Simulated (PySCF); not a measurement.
CH$_{2}$O$_{2}$, triplet, geometry from GFN2-xTB (a higher spin typed on purpose: for a closed-shell molecule this is an excited state), atoms displaced at random by about 0.08 Å a coordinate; HF/STO-3G, gradient in PySCF.

Input for PySCF:
```python
from pyscf import gto, scf

mol = gto.M(
    atom='''
O     0.871284   -0.632588    0.099730
C    -0.312454   -0.235564    0.091304
O    -0.657983    0.883257   -0.118152
H     1.574924   -0.088000   -0.585333
H    -0.950273   -0.829463   -0.471751
''',
    basis='sto-3g',
    charge=0,
    spin=2,
    verbose=4,
)

mf = scf.UHF(mol)
mf.conv_tol = 1e-6
mf.kernel()
g = mf.nuc_grad_method()
grad = g.kernel()
```

The log (banner, timings and long lists left out):

```
PySCF version 2.14.0

[INPUT] verbose = 4
[INPUT] num. atoms = 5
[INPUT] num. electrons = 24
[INPUT] charge = 0
[INPUT] spin (= nelec alpha-beta = 2S) = 2
[INPUT] symmetry False subgroup None
[INPUT] Mole.unit = angstrom
[INPUT] Symbol           X                Y                Z      unit          X                Y                Z       unit  Magmom
[INPUT]  1 O      0.871284000000  -0.632588000000   0.099730000000 AA    1.646488136716  -1.195418069686   0.188462386403 Bohr   0.0
[INPUT]  2 C     -0.312454000000  -0.235564000000   0.091304000000 AA   -0.590452486525  -0.445151444807   0.172539554077 Bohr   0.0
[INPUT]  3 O     -0.657983000000   0.883257000000  -0.118152000000 AA   -1.243407664620   1.669113827605  -0.223274921070 Bohr   0.0
[INPUT]  4 H      1.574924000000  -0.088000000000  -0.585333000000 AA    2.976175027005  -0.166295898962  -1.106119061670 Bohr   0.0
[INPUT]  5 H     -0.950273000000  -0.829463000000  -0.471751000000 AA   -1.795755713569  -1.567457900460  -0.891480188990 Bohr   0.0

nuclear repulsion = 72.2563673688855
number of shells = 11
number of NR pGTOs = 51
number of NR cGTOs = 17
basis = sto-3g
ecp = {}

******** <class 'pyscf.scf.uhf.UHF'> ********
method = UHF
initial guess = minao
damping factor = 0
level_shift factor = 0
DIIS = <class 'pyscf.scf.diis.CDIIS'>
diis_start_cycle = 1
diis_space = 8
diis_damp = 0
SCF conv_tol = 1e-06
SCF conv_tol_grad = None
SCF max_cycles = 50
direct_scf = True
direct_scf_tol = 1e-13
number electrons alpha = 13  beta = 11
Set gradient conv threshold to 0.001
init E= -186.952020855408

cycle= 1 E= -185.881026821566  delta_E= 1.07  |g|= 0.362  |ddm|= 2.32
cycle= 2 E= -186.002143236368  delta_E= -0.121  |g|= 0.165  |ddm|= 0.629
cycle= 3 E= -186.027255780104  delta_E= -0.0251  |g|= 0.0732  |ddm|= 0.238
cycle= 4 E= -186.041183096254  delta_E= -0.0139  |g|= 0.0356  |ddm|= 0.217
cycle= 5 E= -186.04496212616  delta_E= -0.00378  |g|= 0.0184  |ddm|= 0.127
cycle= 6 E= -186.045973927412  delta_E= -0.00101  |g|= 0.0107  |ddm|= 0.0623
cycle= 7 E= -186.046443800441  delta_E= -0.00047  |g|= 0.00554  |ddm|= 0.0562
cycle= 8 E= -186.04657027865  delta_E= -0.000126  |g|= 0.00273  |ddm|= 0.0268
cycle= 9 E= -186.046608801909  delta_E= -3.85e-05  |g|= 0.00152  |ddm|= 0.0169
cycle= 10 E= -186.04662188531  delta_E= -1.31e-05  |g|= 0.00119  |ddm|= 0.00769
cycle= 11 E= -186.046633220107  delta_E= -1.13e-05  |g|= 0.000815  |ddm|= 0.00896
cycle= 12 E= -186.046641732647  delta_E= -8.51e-06  |g|= 0.000295  |ddm|= 0.0125
cycle= 13 E= -186.046642496608  delta_E= -7.64e-07  |g|= 7.85e-05  |ddm|= 0.00428
Extra cycle  E= -186.046642505986  delta_E= -9.38e-09  |g|= 4.98e-05  |ddm|= 0.000144
converged SCF energy = -186.046642505986  <S^2> = 2.0139687  2S+1 = 3.0092981

******** <class 'pyscf.grad.uhf.Gradients'> for <class 'pyscf.scf.uhf.UHF'> ********
unit = Eh/Bohr
--------------- UHF gradients ---------------
         x                y                z
0 O    -0.2847997964     0.0231375411     0.0343092594
1 C     0.0617938087     0.2430146817    -0.0641226294
2 O     0.0973888058    -0.3605099086     0.0523714934
3 H     0.0731083336     0.0435151414    -0.0549356263
4 H     0.0525088483     0.0508425444     0.0323775029
----------------------------------------------
```
